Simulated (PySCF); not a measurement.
**How methods differ on the excitation energy of V+**

V+ [Ar] 3d4 (5D) → V+ [Ar] 3d3 4s1 (5F), as a difference of total energies. Computed with PySCF 2.14 in aug-cc-pVTZ-DK, with scalar relativity by spin-free X2C-1e. Correlated levels: valence: [Ar] frozen. The calculations carry no spin-orbit coupling.

| method | excitation energy (eV) |
| --- | --- |
| UHF | -0.442 |
| MP2 (valence) | 0.038 |
| SCS-MP2 (valence) | -0.282 |
| CCSD (valence) | 0.059 |
| CCSD(T) (valence) | 0.075 |

Question: How much does correlation contribute at CCSD(T) (valence)?

Answer: 0.075 − (-0.442) = 0.517 eV, measured against UHF.

Errors of the correlated levels include the incompleteness of this basis and the frozen core.

For comparison: 0.337 eV (measured; NIST levels, between the centres of gravity of the two terms).
